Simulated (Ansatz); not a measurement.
Stepwise reaction of `C[SiH2]N` with hydrogen chloride, as a gas-phase model of exchange steps in deposition or etching. ΔE in kJ/mol; ΔG adds harmonic PBE0-D4 terms to CCSD(T)/CBS, at 1 bar.

Computed with Ansatz on PBE0-D4/def2-TZVP structures; ΔE is electronic, products minus reactants. CCSD(T)/CBS adds triple-zeta CCSD(T) − MP2 to the extrapolated MP2 energy (def2 sets, frozen cores). This one scheme is used for every species. Functionals use def2-TZVPP. B3LYP here is the variant with VWN-RPA as its local correlation; programs differ in this. Each species was taken in one conformer, which may not be the lowest.

```json
{"step": "2", "reaction": "`C[SiH](N)Cl` + HCl → `C[Si](N)(Cl)Cl` + H₂", "PBE-D4": "-87.0", "B3LYP-D4": "-86.0", "ωB97M-V": "-88.0", "CCSD(T)/CBS": "-86.2", "ΔG(600 K)": "-79.2"}
```

Question: Give the row of step 1, `C[SiH2]N` + HCl → `C[SiH](N)Cl` + H₂. (Best estimate.)

Answer: Ansatz gave: 
| step | reaction | PBE-D4 | B3LYP-D4 | ωB97M-V | CCSD(T)/CBS | ΔG(600 K) |
| --- | --- | --- | --- | --- | --- | --- |
| 1 | `C[SiH2]N` + HCl → `C[SiH](N)Cl` + H₂ | -103.0 | -101.8 | -103.7 | -102.1 | -89.7 |

Question: By hand: ΔE of the 2 steps together at CCSD(T)/CBS.

Answer: (-102.1) + (-86.2) = -188.3 kJ/mol, or -94.2 kJ/mol a step.

In ΔE each step is higher than the one before. All are downhill at CCSD(T)/CBS. ΔG lies between -89.7 and -79.2 kJ/mol a step. PBE-D4 differs from CCSD(T)/CBS by -0.9 to -0.8 kJ/mol a step. Isolated molecules leave out the surface, adducts and barriers. Largest T1 diagnostic: 0.009.
